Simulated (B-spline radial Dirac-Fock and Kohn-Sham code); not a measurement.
These are calculated numbers from a radial atomic solver; the model is configuration-average Dirac-Fock orbitals.

Question: This computed X-ray form factor belongs to an atom or ion in its tabulated ground configuration. Which?

```
sin θ/λ (Å⁻¹)     f₀
         0.05  2.999
         0.06  2.998
         0.09  2.996
         0.13  2.992
         0.29  2.960
         0.63  2.824
         0.93  2.646
         1.67  2.150
         2.47  1.746
```

Answer: Ni²⁵⁺, with 3 electrons in [He] 2s1. f₀ tends to the number of electrons as s goes to zero, which the first rows give only roughly, and the rate of fall reflects the nuclear charge, 28.
